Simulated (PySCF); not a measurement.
Consider 3,6-difluoropyridazine, `Fc1ccc(F)nn1` (C4H2F2N2). Coordinates in Å; atoms count from 1 in this order:
```
F     2.6182   -0.4645    0.2547
C     1.3089   -0.4173    0.1069
C     0.6613    0.8252    0.1505
C    -0.7061    0.7992   -0.0098
C    -1.2788   -0.4665   -0.1974
F    -2.5837   -0.5636   -0.3576
N    -0.6060   -1.5870   -0.2268
N     0.7038   -1.5619   -0.0732
H     1.2260    1.7464    0.3026
H    -1.3247    1.6979    0.0045
```

Level of theory: ωB97X-D3(BJ)/ma-def2-TZVP single points in PySCF, grid level 2; every species was optimised with PBE0-D3(BJ)/def2-SVP. The prefix ma- adds one diffuse s and one diffuse p function on all atoms but H. Thermal corrections: PBE0-D3(BJ)/def2-SVP frequencies, unscaled, ideal gas at 298.15 K and 1 bar, quasi-RRHO entropy.

**Question.** What are the vertical and the adiabatic ionisation energy for forming the radical cation?

**Answer.** 9.96 eV vertical and 9.53 eV adiabatic, the latter with zero-point energy.

**Question.** Where does the unpaired spin of the relaxed radical cation sit?

**Answer.** N8 (pyridine-type nitrogen) 0.46, N7 (pyridine-type nitrogen) 0.46 (intrinsic atomic orbital populations).

**Question.** What oxidation potential follows in DMF (IEF-PCM), given that Fc+/Fc comes at 4.54 V absolute with this functional and basis?

**Answer.** In the gas phase ΔG of oxidation is 9.507 eV, and solvation is -32.2 kJ/mol for the parent and -244.5 kJ/mol for the product, so the absolute potential is 7.31 V, or 2.77 V against Fc+/Fc. Fc+/Fc in DMF, 4.54 V, is ωB97X-D3(BJ)/ma-def2-TZVP on PBE0-D3(BJ)/def2-SVP structures with GFN2-xTB thermal terms. Benchmark calculations put it near 5.0 V in acetonitrile and DMSO, so it is about 0.5 V low, and the value against it can read up to that much too high. The solvent is electrostatics only, on gas-phase structures; the absolute scale refers to an electron at rest in vacuum.

**Question.** How far is −ε(HOMO) from the vertical value by ΔSCF?

**Answer.** −ε(HOMO) = 10.23 eV, which is 0.27 eV above the ΔSCF value.
